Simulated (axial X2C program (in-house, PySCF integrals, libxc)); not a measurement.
# Outer orbitals of WS at 2.122 Å, r2SCAN0

Computed with an axial X2C code built on PySCF integrals. Spin-free means the one-electron spin-free X2C Hamiltonian; two-component (2c) means X2C with spin–orbit coupling and atomic mean-field two-electron Coulomb and Gaunt terms, so the difference of the two also holds small scalar two-electron terms. Basis: W dyall-cv3z [13s14p9d7f4g], S dyall-av3z [9s8p3d2f] (cores contracted in-house); Gaussian nuclei, density fitting, unrestricted open shells. Masses: W 183.951 u, S 31.972 u.

The distance is close to the 2c PBE0 minimum; the highest filled and lowest empty levels are listed.

Spin-free orbitals, state M_S = 2, Λ = 1 (beyond evenly filled blocks: σα, π+α, δ+α, δ-α) (Löwdin shares):

| symmetry | occupied | ε (eV) | atomic character |
| --- | --- | --- | --- |
| σβ | yes | -19.06 | 67% S s, 12% W d, 9% W p |
| σα | yes | -18.69 | 66% S s, 13% W d, 9% W p |
| σα | yes | -9.17 | 61% S p, 23% W d, 7% W s |
| σβ | yes | -8.95 | 70% S p, 16% W d, 6% W s |
| π+α | yes | -8.73 | 52% W d, 41% S p, 2% W f |
| π-α | yes | -8.24 | 47% W d, 45% S p, 2% W f |
| π+β | yes | -7.96 | 67% S p, 20% W d, 5% W f |
| π-β | yes | -7.96 | 67% S p, 20% W d, 5% W f |
| σα | yes | -7.50 | 48% W s, 33% W d, 9% S p |
| δ+α | yes | -7.03 | 98% W d |
| δ-α | yes | -6.95 | 98% W d |
| π+α | yes | -5.24 | 39% W d, 33% S p, 19% W p |
| π-α | no | -3.31 | 42% W d, 27% S p, 23% W p |
| σα | no | -2.31 | 47% W p, 24% W d, 16% S p |
| σβ | no | -2.14 | 57% W s, 15% W d, 10% W p |
| σβ | no | -1.01 | 43% W d, 40% W p, 10% S p |

Spinors with spin–orbit coupling (state Ω = 1):

```csv
ω,occupied,ε (eV),atomic character,λ mixture
-1/2,yes,-19.08,"67% S s, 12% W d, 10% W p",100% σ
1/2,yes,-18.71,"66% S s, 13% W d, 9% W p",100% σ
1/2,yes,-9.19,"61% S p, 24% W d, 6% W s",100% σ
-1/2,yes,-9.07,"61% S p, 26% W d, 4% W s","78% σ, 22% π"
-1/2,yes,-8.73,"48% S p, 43% W d, 2% W f","78% π, 22% σ"
3/2,yes,-8.18,"46% S p, 46% W d, 3% W f",100% π
1/2,yes,-8.04,"65% S p, 21% W d, 5% W f","96% π, 4% σ"
-3/2,yes,-7.96,"64% S p, 24% W d, 5% W f","96% π, 4% δ"
1/2,yes,-7.49,"46% W s, 32% W d, 12% S p","97% σ, 3% π"
-3/2,yes,-7.30,"94% W d, 3% S p","96% δ, 4% π"
5/2,yes,-6.66,97% W d,100% δ
-1/2,yes,-5.41,"38% W d, 33% S p, 21% W p","98% π, 2% σ"
3/2,no,-3.17,"44% W d, 27% S p, 22% W p","99% π, 1% δ"
1/2,no,-2.33,"46% W p, 24% W d, 16% S p","97% σ, 3% π"
-1/2,no,-2.18,"57% W s, 14% W d, 11% W p","99% σ, 1% π"
1/2,no,-1.07,"64% W d, 15% W p, 10% S p","97% π, 3% σ"
```

**Question.** How does the gap between the highest filled and lowest empty level change from the spin-free to the 2c table?

**Answer.** From 1.93 to 2.24 eV at r2SCAN0, a change of 0.31 eV.

Mulliken charges and populations of the two-component result (they depend on the basis, above all on diffuse functions):

W 0.14 e (s 10.94 p 24.34 d 24.52 f 14.06 g 0.01), S -0.14 e (s 5.87 p 10.20 d 0.06 f 0.01). ⟨Lz⟩ = -0.98 ħ and ⟨Sz⟩ = 1.98 ħ (2.12 and -0.14 on the two atoms), which add up to Ω.

The state is one determinant whose occupation by symmetry is held fixed; it was picked as the lowest of a PBE0 search that is not exhaustive. Density functionals use the spin component along the axis (collinear). PBE0 can misorder states that lie within some tenths of an eV, so this need not be the ground state of the molecule. The nearest other spin-free determinant of the search, M_S = 1, Λ = 0, lies 0.25 eV up at the distance of the search. The functionals have no current-density term, which raises determinants with orbital currents, atoms included. With several unpaired electrons one determinant need not be a pure state. Open-shell Ω = 0 determinants with evenly filled partner blocks cannot be reached by this program, so the Ω shown need not be the lowest component. The determinant is spin-polarised beyond a pure state at some levels (its spin-free form has ⟨S²⟩ too high), which makes Re and μ there less reliable.
